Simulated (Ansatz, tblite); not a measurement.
Forces on CdMeI (CH3CdI) at its PBE0-D4/def2-TZVP geometry. Total charge 0; singlet.

In the def2 sets Cd, I take a core potential; there is no spin–orbit coupling. The xTB rows come from tblite.

GFN1-xTB (tblite), largest force 0.72 eV/Å:

```xyz
6
positions Å, forces eV/Å
Cd   -0.775    0.397    0.755    0.052   -0.028   -0.052
C     0.641   -0.330   -0.626    0.144   -0.073   -0.134
H     0.204   -1.145   -1.202    0.170    0.026   -0.059
H     1.518   -0.694   -0.090    0.028   -0.023   -0.179
H     0.937    0.473   -1.300    0.091   -0.151   -0.049
I    -2.526    1.298    2.464   -0.485    0.249    0.473
```

GFN2-xTB (tblite), largest force 0.87 eV/Å:

```
Cd 0.273 -0.142 -0.267
C 0.003 -0.001 0.002
H 0.212 0.059 -0.048
H 0.002 -0.014 -0.226
H 0.095 -0.203 -0.033
I -0.585 0.301 0.571
```

r2SCAN-D4/def2-TZVP (Ansatz), largest force 0.03 eV/Å:

```
Cd 0.019 -0.010 -0.018
C 0.014 -0.006 -0.008
H -0.015 0.004 0.008
H -0.010 0.006 0.013
H -0.011 0.008 0.007
I 0.002 -0.002 -0.003
```
